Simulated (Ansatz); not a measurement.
Consider the cleavage of the Al–Si bond: `O[SiH](O)[AlH2]` + `C[SiH](O)F` → `C[SiH](F)[O][AlH2]` + `O[SiH2]O`.

Program: Ansatz. Geometries: PBE0-D4/def2-TZVP. ΔE: electronic, gas phase. CBS: MP2 limit from def2 TZ/QZ plus the TZ coupled-cluster correction, frozen cores. Functionals use def2-TZVPP. B3LYP here is the variant with VWN-RPA as its local correlation; programs differ in this. One conformer a species, not always the lowest.

```tsv
level	ΔE (kcal/mol)	difference from CCSD(T)/CBS
PBE-D4	-39.1	7.3
r2SCAN-D4	-45.2	1.2
B2PLYP	-47.7	-1.3
PBE	-39.1	7.3
PBE0	-41.6	4.8
B3LYP	-46.1	0.3
HF/def2-TZVPP	-51.9	-5.5
MP2/def2-TZVPP	-49.1	-2.7
MP2/def2-QZVPP	-49.1	-2.7
MP2/CBS(def2)	-48.8	-2.4
CCSD(T)/CBS	-46.4	0
```

Largest T1 diagnostic among the species: 0.013.

From PBE to PBE0 (25 % exact exchange), in def2-TZVPP and without D4, ΔE moves by −2.5 kcal/mol. In def2-TZVPP, CCSD(T) changes the Hartree–Fock value by +5.3 kcal/mol (the triples alone add +0.8 kcal/mol) and MP2 by +2.8 kcal/mol.
